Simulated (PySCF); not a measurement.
Run record: geometry optimisation, `[H][Sn]([CH3])([CH3])[NH]C` (SnHMe2(NHMe)).

Method: PBE0-D3(BJ)/def2-SVP geometry optimisation, gas phase, def2 core potentials past Kr (PySCF 2.14.0). Start geometry: GFN2-xTB. A driver script takes a list of jobs; this job's settings line and coordinates (Å) are shown.

Input:
```
{"job": {"xc": "PBE0", "basis": "def2-SVP", "d3": "d3bj", "grid": 1, "maxiter": 30, "shake": 0.03, "kind": "geom"}, "charge": 0, "multiplicity": 1}
Sn     0.142420     0.493300     0.444570
H      0.106430     0.542570     2.116810
C      2.065810     0.368790    -0.375250
H      2.823620     1.237650    -0.068950
H      2.089900     0.300570    -1.464600
H      2.582400    -0.509450     0.028110
C     -0.961950     2.295810    -0.322020
H     -0.497510     3.228970     0.041060
H     -2.032030     2.280300     0.049040
H     -0.961430     2.315950    -1.376280
N     -1.152960    -1.037120     0.054870
C     -0.709820    -2.373190     0.396340
H     -1.559000    -0.993730    -0.951050
H      0.019540    -2.773170    -0.236590
H     -0.394870    -2.418520     1.407810
H     -1.594880    -2.992680     0.322550
```

Output:
```
step   0  E = -389.61288058  max force = 0.053497
step   1  E = -389.63361983  max force = 0.009791
step   2  E = -389.63498504  max force = 0.005069
step   3  E = -389.63527683  max force = 0.002182
step   4  E = -389.63533182  max force = 0.001163
step   5  E = -389.63535681  max force = 0.000920
step   6  E = -389.63536937  max force = 0.000305
optimisation converged
```

Energies in Eh; «max force» is the largest Cartesian gradient component in Eh/bohr.

**Question.** Give the first gradient maximum in eV/Å.

**Answer.** With 1 Eh/bohr = 51.422 eV/Å, 2.751 eV/Å.

Summary of the converged run: final energy -389.63537 Eh after 6 steps; dipole 1.33 D.

Time: 45 s; peak memory 0.52 GiB. Hardware: one thread, AMD EPYC 9R14 (x86_64), shared host.
Labels such as C1 count atoms from 1, the log's own numbers from 0.
